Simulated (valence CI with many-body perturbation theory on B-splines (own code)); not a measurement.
**Forbidden lines of Sr XXXIV**

Computed by configuration interaction combined with many-body perturbation theory (CI+MBPT): three valence electrons over a frozen Dirac-Fock core [He], a basis of 11 s, 11 p, 9 d, 7 f, 5 g, 2 h, 1 i functions for each j, with the one-electron correlation potential Σ1 (screened to all orders), the two-electron term Σ2, the three-electron term Σ3, Breit, model QED; selected single and double excitations, second order for the rest (own B-spline code, finite nucleus).

No measured spectrum was set against this ion. As an estimate, large intervals hold to a few tenths of a per cent, small ones and those within an open d or f shell to about a per cent.

Lines 1 to 19 of 19 in falling wavelength, among levels below 22006 × 10³ cm⁻¹, chosen from the decays that carry over 1 % of a level's rate. Wavelengths and rates use the calculated energies. Electric multipoles are in the length gauge, E1 and E2 with the static RPA response of the core. S is in atomic units (e²a₀⁴ for E2 and M2, e²a₀⁶ for E3), for M1 in squared Bohr magnetons. Weak lines are less certain than strong ones. Lines between different terms over intervals too small for the method are left out, as are lines whose strength nearly cancels. The highest levels of a list are the least certain.

Levels are named by their leading jj configuration (3d3/2^4 stands for four electrons in 3d with j = 3/2), which in mixed levels can hold well under half, so a name can repeat and another be missing. Letters in brackets count levels of one name in rising energy.

| λ vac (nm) | Upper | Lower | Type | A (s⁻¹) | S (a.u.) |
| --- | --- | --- | --- | --- | --- |
| 16.04 | (2s^2 2p3/2) J=3/2 | (2s^2 2p1/2) J=1/2 | M1 | 2.16e+06 | 1.32e+00 |
| 0.5331 | (2s 2p3/2 3p3/2) J=7/2 | (2s 2p3/2^2) J=5/2 | E2 | 9.36e+09 | 2.88e-04 |
| 0.5328 | (2s^2 3p1/2) J=1/2 | (2s^2 2p3/2) J=3/2 | E2 | 4.74e+10 | 3.63e-04 |
| 0.5293 | (2s 2p1/2 3p3/2) J=5/2 | (2s 2p1/2 2p3/2) J=5/2 | E2 | 1.41e+10 | 3.13e-04 |
| 0.5279 | (2s^2 3p3/2) J=3/2 | (2s^2 2p3/2) J=3/2 | E2 | 2.23e+10 | 3.27e-04 |
| 0.5259 | (2s 2p3/2 3d5/2) J=9/2 | (2s 2p3/2^2) J=5/2 | M2 | 3.62e+08 | 1.30e-05 |
| 0.5159 | (2s 2p3/2 3p3/2) J=7/2 | (2s 2p1/2 2p3/2) J=5/2 | E2 | 1.90e+10 | 4.97e-04 |
| 0.5136 | (2s 2p1/2 3p3/2) J=5/2 | (2s 2p1/2^2) J=1/2 | E2 | 2.60e+10 | 4.98e-04 |
| 0.5117 | (2s 2p3/2 3p3/2) J=7/2 | (2s 2p1/2 2p3/2) J=3/2 [a] | E2 | 1.94e+10 | 4.86e-04 |
| 0.5111 | (2s^2 3p3/2) J=3/2 | (2s^2 2p1/2) J=1/2 | E2 | 2.41e+10 | 3.00e-04 |
| 0.5107 | (2p1/2 2p3/2 3d3/2) J=7/2 | (2s 2p3/2^2) J=3/2 | E2 | 4.83e+09 | 1.20e-04 |
| 0.5091 | (2s 2p3/2 3d5/2) J=9/2 | (2s 2p1/2 2p3/2) J=5/2 | E3 | 2.15e+07 | 6.05e-05 |
| 0.5051 | (2s 2p3/2 3d5/2) J=9/2 | (2s 2p1/2 2p3/2) J=3/2 [a] | E3 | 2.69e+07 | 7.18e-05 |
| 0.5006 | (2p1/2 2p3/2 3d3/2) J=7/2 | (2s 2p3/2^2) J=5/2 | E2 | 4.63e+09 | 1.04e-04 |
| 0.4993 | (2p1/2 2p3/2 3d5/2) J=9/2 | (2s 2p3/2^2) J=5/2 | E2 | 2.35e+09 | 6.52e-05 |
| 0.4922 | (2p1/2 2p3/2 3d3/2) J=7/2 | (2s 2p1/2 2p3/2) J=3/2 [b] | E2 | 2.57e+10 | 5.31e-04 |
| 0.4854 | (2p1/2 2p3/2 3d3/2) J=7/2 | (2s 2p1/2 2p3/2) J=5/2 | E2 | 8.22e+10 | 1.58e-03 |
| 0.4842 | (2p1/2 2p3/2 3d5/2) J=9/2 | (2s 2p1/2 2p3/2) J=5/2 | E2 | 1.22e+11 | 2.90e-03 |
| 0.4826 | (2p1/2 2p3/2 3d5/2) J=7/2 | (2s 2p1/2 2p3/2) J=3/2 [a] | E2 | 1.20e+11 | 2.25e-03 |
